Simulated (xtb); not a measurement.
S8, charge +1, doublet, at a GFN2-xTB geometry (a state made from the parent by changing its charge; the spin is typed, not shown lowest); GFN1-xTB (xtb).

Input for xtb:
```
$ xtb mol.xyz --gfn 1 --chrg 1 --uhf 1 --ohess --json

# file mol.xyz
8

S      1.76055882    -1.74117587     0.04334133
S      1.54071667    -0.06255941     1.20549792
S      1.91603607     1.56897282     0.01641017
S      0.13307178     1.97084334    -0.97062171
S     -1.35019835     1.70613216     0.43979299
S     -2.44338084     0.11263017    -0.26242959
S     -1.50382919    -1.56470609     0.46640432
S     -0.05297496    -1.99013712    -0.93839543
```

Output, abridged:

```
   ID    Z sym.   atoms
    1   16 S      1-8

           -------------------------------------------------
          |                Calculation Setup                |
           -------------------------------------------------

           -------------------------------------------------
          |                 G F N 1 - x T B                 |
           -------------------------------------------------

          ...................................................
          :                      SETUP                      :
          :.................................................:
          :  # basis functions                  80          :
          :  # atomic orbitals                  72          :
          :  # shells                           24          :
          :  # electrons                        47          :
          :  # halogen bonds                     0          :
          :  max. iterations                   250          :
          :  Hamiltonian                  GFN1-xTB          :
          :  restarted?                      false          :
          :  GBSA solvation                  false          :
          :  PC potential                    false          :
          :  electronic temp.          300.0000000     K    :
          :  accuracy                    1.0000000          :
          :  -> integral cutoff          0.2500000E+02      :
          :  -> integral neglect         0.1000000E-07      :
          :  -> SCF convergence          0.1000000E-05 Eh   :
          :  -> wf. convergence          0.2000000E-04 e    :
          :  Broyden damping             0.4000000          :
          :  net charge                          1          :
          :  unpaired electrons                  1          :
          ...................................................

 iter      E             dE          RMSdq      gap      omega  full diag
   1    -29.1435095 -0.291435E+02  0.103E+00    2.68       0.0  T
   2    -29.1421107  0.139887E-02  0.794E-01    2.73       1.0  T
   3    -29.1449221 -0.281147E-02  0.531E-01    2.70       1.0  T
   4    -29.1451777 -0.255569E-03  0.338E-01    2.70       1.0  T
   5    -29.1466719 -0.149418E-02  0.256E-02    2.71       1.4  T
   6    -29.1466805 -0.861766E-05  0.653E-03    2.71       5.4  T
   7    -29.1466811 -0.638030E-06  0.196E-03    2.71      18.1  T
   8    -29.1466812 -0.435777E-07  0.629E-04    2.71      56.2  T
   9    -29.1466812 -0.193980E-08  0.247E-06    2.71   14310.6  T
  10    -29.1466812  0.152767E-12  0.381E-06    2.71    9269.3  T

   *** convergence criteria satisfied after 10 iterations ***

         :::::::::::::::::::::::::::::::::::::::::::::::::::::
         ::                     SUMMARY                     ::
         :::::::::::::::::::::::::::::::::::::::::::::::::::::
         :: total energy             -29.111573405876 Eh    ::
         :: gradient norm              0.037008329876 Eh/a0 ::
         :: HOMO-LUMO gap              2.713021125193 eV    ::
         ::.................................................::
         :: SCC energy               -29.146681193686 Eh    ::
         :: -> electrostatic           0.104488222257 Eh    ::
         :: repulsion energy           0.045499519689 Eh    ::
         :: dispersion energy         -0.010391731879 Eh    ::
         :: halogen bond corr.         0.000000000000 Eh    ::
         :: add. restraining           0.000000000000 Eh    ::
         :: total charge               1.000000000061 e     ::
         :::::::::::::::::::::::::::::::::::::::::::::::::::::

      -----------------------------------------------------------
     |                   =====================                   |
     |                        A N C O P T                        |
     |                   =====================                   |
     |               Approximate Normal Coordinate               |
     |                Rational Function Optimizer                |
[...]
 * total energy  :   -29.1135027 Eh     change       -0.1929340E-02 Eh
 * total energy  :   -29.1115041 Eh     change        0.1998680E-02 Eh
 * total energy  :   -29.1139316 Eh     change       -0.2427554E-02 Eh
 * total energy  :   -29.1124629 Eh     change        0.1468699E-02 Eh
 * total energy  :   -29.1140980 Eh     change       -0.1635099E-02 Eh
 * total energy  :   -29.1140712 Eh     change        0.2677266E-04 Eh
 * total energy  :   -29.1141160 Eh     change       -0.4479988E-04 Eh
 * total energy  :   -29.1141063 Eh     change        0.9765809E-05 Eh
 * total energy  :   -29.1141190 Eh     change       -0.1269914E-04 Eh
 * total energy  :   -29.1141110 Eh     change        0.8016490E-05 Eh
 * total energy  :   -29.1141208 Eh     change       -0.9848516E-05 Eh
 * total energy  :   -29.1141209 Eh     change       -0.1191179E-06 Eh
   *** GEOMETRY OPTIMIZATION CONVERGED AFTER 13 ITERATIONS ***
         :: total energy             -29.114120931122 Eh    ::
[...]
           -------------------------------------------------
          |             Thermodynamic Functions             |
           -------------------------------------------------

cs  symmetry found (for desy threshold:  0.10E+00) used in thermo

          ...................................................
          :                      SETUP                      :
          :.................................................:
          :  # frequencies                          18      :
          :  # imaginary freq.                       0      :
          :  linear?                             false      :
          :  only rotor calc.                    false      :
          :  symmetry                               cs      :
          :  rotational number                       1      :
          :  scaling factor                  1.0000000      :
          :  rotor cutoff                   50.0000000 cm⁻¹ :
          :  imag. cutoff                  -20.0000000 cm⁻¹ :
          :.................................................:

    mode    ω/cm⁻¹     T·S(HO)/kcal·mol⁻¹    T·S(FR)/kcal·mol⁻¹   T·S(vib)
   ------------------------------------------------------------------------
       1     34.73    -1.65155 ( 18.87%)    -1.16438 ( 81.13%)    -1.25633
       2     54.41    -1.38652 ( 58.37%)    -1.03142 ( 41.63%)    -1.23868
       3    100.86    -1.02496 ( 94.30%)    -0.84863 (  5.70%)    -1.01491
       4    102.87    -1.01349 ( 94.71%)    -0.84278 (  5.29%)    -1.00446
       5    136.45    -0.85065 ( 98.23%)    -0.75911 (  1.77%)    -0.84903
       6    174.87    -0.71033 ( 99.34%)    -0.68561 (  0.66%)    -0.71016
       7    185.40    -0.67779 ( 99.47%)    -0.66829 (  0.53%)    -0.67774
       8    218.44    -0.58795 ( 99.73%)    -0.61972 (  0.27%)    -0.58804
       9    222.30    -0.57849 ( 99.74%)    -0.61453 (  0.26%)    -0.57858
      10    266.59    -0.48246 ( 99.88%)    -0.56071 (  0.12%)    -0.48256
   ------------------------------------------------------------------------

   temp. (K)  partition function   enthalpy   heat capacity  entropy
                                   cal/mol     cal/K/mol   cal/K/mol   J/K/mol
 298.15  VIB  0.749E+04             5177.088     27.272     33.203
         ROT  0.188E+07              888.752      2.981     31.689
         INT  0.141E+11             6065.840     30.253     64.892
         TR   0.397E+28             1481.254      4.968     42.507
         TOT                        7547.0944    35.2214   107.3983   449.3546

       T/K    H(0)-H(T)+PV         H(T)/Eh          T*S/Eh         G(T)/Eh
   ------------------------------------------------------------------------
    298.15    0.120271E-01    0.247962E-01    0.510284E-01   -0.262322E-01
   ------------------------------------------------------------------------

         :::::::::::::::::::::::::::::::::::::::::::::::::::::
         ::                  THERMODYNAMIC                  ::
         :::::::::::::::::::::::::::::::::::::::::::::::::::::
         :: total free energy         -29.140353157774 Eh   ::
         ::.................................................::
         :: total energy              -29.114120931122 Eh   ::
         :: zero point energy           0.012769126286 Eh   ::
         :: G(RRHO) w/o ZPVE           -0.039001352938 Eh   ::
         :: G(RRHO) contrib.           -0.026232226652 Eh   ::
         :::::::::::::::::::::::::::::::::::::::::::::::::::::

optimized geometry written to: xtbopt.xyz

           -------------------------------------------------
          | TOTAL ENERGY              -29.114120931122 Eh   |
          | TOTAL ENTHALPY            -29.089324744343 Eh   |
          | TOTAL FREE ENERGY         -29.140353157774 Eh   |
          | GRADIENT NORM               0.000167415945 Eh/α |
          | HOMO-LUMO GAP               2.734803994008 eV   |
           -------------------------------------------------

normal termination of xtb
```
